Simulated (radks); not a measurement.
Correlation energies from several functionals, in hartree. Species: Tc2+ [Kr] 4d5; Cu [Ar] 3d10 4s1; P4+ [Ne] 3s1; K [Ar] 4s1. Calculated with a radial shooting solver on a logarithmic mesh with Libxc functionals: non-relativistic Kohn-Sham, PBE, spin-polarised, spherical densities, point nucleus. Every spin shell is full or empty, so the densities are truly spherical. Functionals are evaluated on that one density, not self-consistently.

| functional | Tc2+ | Cu | P4+ | K |
|---|---|---|---|---|
| PW92 | -3.8597 | -2.5436 | -0.93642 | -1.4889 |
| VWN5 | -3.8777 | -2.5558 | -0.94122 | -1.4958 |
| PZ | -3.8516 | -2.5387 | -0.93355 | -1.4864 |
| Wigner | -2.0909 | -1.5138 | -0.55047 | -0.94762 |
| PBEsol | -2.3944 | -1.5388 | -0.48277 | -0.84921 |
| LYP | -2.0263 | -1.3692 | -0.46530 | -0.78142 |
| AM05 | -3.5870 | -2.3404 | -0.84554 | -1.3537 |
| OP (B88) | -1.9608 | -1.3182 | -0.45209 | -0.75287 |
| revTPSS | -2.1336 | -1.3666 | -0.41771 | -0.75114 |
| SCAN | -2.0985 | -1.3645 | -0.40549 | -0.72230 |
| r2SCAN | -2.1135 | -1.3720 | -0.40933 | -0.72931 |
| B95 | -2.5503 | -1.5987 | -0.49680 | -0.85480 |
| Tao-Mo | -2.0264 | -1.2775 | -0.36944 | -0.67548 |
